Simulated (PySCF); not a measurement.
Gas-phase thermal properties of KH

Energies from PySCF (xtb for GFN2), thermal terms from the rigid-rotor harmonic-oscillator model, ideal gas at 1 bar. 'Table' is the NASA 1993 thermochemical table (part measured, part estimated). 6-31G* has spherical d functions here. All species are closed-shell singlets. B3LYP is the form with VWN-RPA correlation. The harmonic model lacks anharmonicity and excited electronic states, which grow with temperature; levels with a mode under 35 cm⁻¹ are left out. The table's entry may be an old estimate for KH (not checked at source).

```
level           point group  σ  ZPE (kJ/mol)  S°298 (J/mol/K)  Cp298 (J/mol/K)  S°1000 (J/mol/K)  H1000 − H298 (kJ/mol)
--------------  -----------  -  ------------  ---------------  ---------------  ----------------  ---------------------
table                     -  -             -            198.0             31.0             239.6                   24.5
B3LYP/6-31G*            C∞v  1           5.8            198.2             30.8             239.1                   24.1
GFN2-xTB                C∞v  1           7.3            193.8             29.9             233.5                   23.4
HF/6-31G*               C∞v  1           6.0            198.4             30.7             239.2                   24.1
PBE/def2-SVP            C∞v  1           5.7            198.1             30.9             239.2                   24.2
PBE0/def2-TZVP          C∞v  1           5.8            197.9             30.8             238.9                   24.1
```
σ: rotational symmetry number. Electronic degeneracy used: 1. Frequencies are unscaled.
